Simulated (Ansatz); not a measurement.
Diatomic RuN, multiplicity 6 (lowest of 2S+1 = 2, 4, 6, 8 at CCSD(T)/def2-TZVPP on PBE0 minima; our sources give no spin for the ground state, which may be another). No spin–orbit coupling. The T1 diagnostic near the minimum is 0.063, so single-reference values are doubtful.

The constants come from a fifth-degree fit in 1/R (seven points, main isotopes). In def2 and cc sets the state is the lowest found near the PBE0 minimum, followed along R.

Correlated levels freeze the inner cores; with def2 sets outer-core shells near the valence are correlated too. CBS(a, b) extrapolates the correlation energy as X⁻³ and adds the Hartree–Fock energy of set b.

Run with Ansatz (an electronic-structure program). Each number belongs to the level named beside it. In def2 rows elements past Kr take small-core potentials, without spin–orbit coupling.

### Question
What bond length and harmonic frequency does PBE/def2-TZVPP give?

### Answer
r_e = 1.724 Å, ω_e = 860 cm⁻¹.

### Question
What bond length and harmonic frequency does CCSD/def2-TZVPP give?

### Answer
r_e = 1.718 Å, ω_e = 854 cm⁻¹.

### Question
What bond length and harmonic frequency does CCSD(T)/CBS(def2-TZVPP, def2-QZVPP) give?

### Answer
r_e = 1.719 Å, ω_e = 857 cm⁻¹.

Doubts at one or more of the structures used: T1 above 0.05 (CCSD/def2-TZVPP, CCSD(T)/CBS(def2-TZVPP, def2-QZVPP)).
